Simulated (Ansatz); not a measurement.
Problem. Name a neutral molecule of C, Cl, Sn and H with LUMO energy (ωB97M-V/def2-TZVPP) between 1.20 and 1.50 eV and LUMO energy (PBE0/def2-TZVPP) between -0.35 and -0.05 eV (Ansatz, PBE0-D4/def2-TZVP geometry).

Solution. `C[CH](Cl)[SnH3]` (1.33 eV, -0.11 eV); `Cl[CH2][SnH3]` (1.21 eV, -0.22 eV). Other molecules can fit too; these were computed, each in one conformer that needn't be the lowest.
